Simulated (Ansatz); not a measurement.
Stepwise reaction of `[NH]=[V]([NH2])([Cl])[Cl]` with water, as a gas-phase model of exchange steps in deposition or etching. ΔE in kJ/mol; ΔG adds harmonic PBE0-D4 terms to CCSD(T)/CBS, at 1 bar.

Calculated with Ansatz (gas phase, PBE0-D4/def2-TZVP geometries, no zero-point term in ΔE). CCSD(T)/CBS is the MP2 limit (def2-TZVPP, def2-QZVPP) plus CCSD(T) − MP2 in def2-TZVPP, frozen cores. This one scheme is used for every species. DFT in def2-TZVPP. B3LYP here is the variant with VWN-RPA as its local correlation; programs differ in this. For V outer-core shells are correlated without core-valence functions, which leaves a few kJ/mol of doubt a bond. Scalar relativity is left out up to krypton. Each species was taken in one conformer, which may not be the lowest.

| step | reaction | PBE-D4 | B3LYP-D4 | ωB97M-V | CCSD(T)/CBS | ΔG(400 K) |
| --- | --- | --- | --- | --- | --- | --- |
| 1 | `[NH]=[V]([NH2])([Cl])[Cl]` + H₂O → `[NH]=[V]([NH2])([OH])[Cl]` + HCl | 30.0 | 30.2 | 29.1 | 36.2 | 31.3 |

Task: Give the row of step 2, `[NH]=[V]([NH2])([OH])[Cl]` + H₂O → `[NH]=[V]([NH2])([OH])[OH]` + HCl. (Estimate.)

Result: Computed: 
| step | reaction | PBE-D4 | B3LYP-D4 | ωB97M-V | CCSD(T)/CBS | ΔG(400 K) |
| --- | --- | --- | --- | --- | --- | --- |
| 2 | `[NH]=[V]([NH2])([OH])[Cl]` + H₂O → `[NH]=[V]([NH2])([OH])[OH]` + HCl | 39.8 | 40.1 | 39.5 | 44.1 | 37.0 |

Task: By hand: ΔE of the 2 steps together at CCSD(T)/CBS.

Result: (36.2) + (44.1) = 80.3 kJ/mol, or 40.2 kJ/mol a step.

In ΔE each step is higher than the one before. All are uphill at CCSD(T)/CBS. ΔG lies between 31.3 and 37.0 kJ/mol a step. PBE-D4 differs from CCSD(T)/CBS by -6.2 to -4.3 kJ/mol a step. Isolated molecules leave out the surface, adducts and barriers. Largest T1 diagnostic: 0.030.
